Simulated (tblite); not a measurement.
Species: C₇H₁₁O (doublet state).
Cartesian coordinates in Å at the GFN2-xTB level; atoms count from 1:
```
atom  x, y, z in Å
C1     1.3396    1.0247    1.2700
C2     0.6832    0.4171    0.1180
C3     1.5982    0.3535   -1.1106
O4     2.8074   -0.3162   -0.8570
C5    -0.0184   -0.9164    0.4268
C6    -1.2368   -0.4619    0.1476
C7    -2.6046   -1.0307    0.1481
C8    -0.7686    0.9270   -0.2020
H9     2.4044    1.1513    1.2800
H10    0.7829    1.2160    2.1668
H11    1.0573   -0.1301   -1.9384
H12    1.8776    1.3645   -1.4177
H13    2.5997   -1.1802   -0.4840
H14    0.3761   -1.8502    0.7853
H15   -3.2439   -0.4712    0.8309
H16   -3.0426   -0.9589   -0.8475
H17   -2.5874   -2.0741    0.4538
H18   -1.1167    1.7169    0.4602
H19   -0.9170    1.2281   -1.2379
```

Calculated harmonic vibrations of the isolated species, GFN2-xTB (tblite), most abundant isotopes, no scaling. Against measured fundamentals such values can be off by several per cent, at times by over 20. One conformer, not necessarily the lowest. Open shells enter through the occupations alone, without spin polarisation, and single modes of such species can be off by tens of per cent.

Harmonic wavenumbers (cm⁻¹): 75.9, 103.2, 112.3, 156.4, 203.1, 268.7, 298.3, 320.1, 345.7, 375.3, 438.6, 489.1, 525.6, 643.7, 777.9, 798.4, 884.4, 908.6, 939.3, 963.6, 981.0, 999.2, 1008.5, 1067.1, 1073.7, 1107.0, 1153.3, 1169.5, 1229.4, 1252.4, 1287.0, 1317.6, 1343.1, 1389.7, 1394.2, 1447.6, 1468.6, 1473.8, 1475.9, 1721.1, 2861.6, 2973.8, 2987.4, 2996.6, 3006.7, 3011.2, 3040.6, 3107.7, 3133.1, 3178.2, 3545.3.

A = 4147, B = 1290, C = 1199 MHz; mass 111.081 u (most abundant isotopes); point group C1, symmetry number 1; spin multiplicity 2.

Problem. What is the zero-point energy?

Solution. Half the sum of the wavenumbers: 34415 cm⁻¹ = 411.69 kJ/mol.

Problem. Entropy at 298.15 K, 1 bar (ideal gas, RRHO, classical rotation)?

Solution. Translation 167.60, rotation 118.43, vibration 109.47, spin (R ln 2) 5.76: S = 401.3 J/(mol K).

Problem. And Cp and H(298.15 K) − H(0)?

Solution. Cp = 157.15 J/(mol K), of which vibrations give 123.89 (their classical limit is 51 R = 424.0); H(298.15 K) − H(0) = 28.12 kJ/mol without the zero-point energy, 18.20 from vibrations.

Problem. How do the functions run with temperature in this model?

Solution. 
```csv
T (K),S (J/(mol K)),Cp (J/(mol K)),H − H(0) (kJ/mol),G − H(0) (kJ/mol),ln q(vib)
150,316.7,96.7,9.36,-38.14,2.23
250,375.4,137.0,21.04,-72.82,4.64
400,453.3,198.6,46.27,-135.07,8.34
600,546.9,263.1,92.84,-235.29,13.27
900,666.3,324.8,181.80,-417.84,20.32
```

q(vib) and H(0) count from the zero-point level.

Problem. Blend soft modes into free rotors: weight 1/[1 + (100 cm⁻¹/ν̃)⁴] for the oscillator and the rest for a rotor with moment μB/(μ + B), μ = h/(8π²ν), B = 10⁻⁴⁴ kg m². What vibrational entropy results?

Solution. 104.85 J/(mol K) in place of 109.47, which changes −T·S at 298.15 K by +1.38 kJ/mol.

Hindered rotation and anharmonicity are outside this model. Other conformers, if any are populated, would add a mixing term that is left out. The structure is chiral; the term R ln 2 for an equal mix with its mirror image is left out.

On an Arm Neoverse V1 with one thread (shared host), this took 0.63 s. The figure is for the frequency step alone.
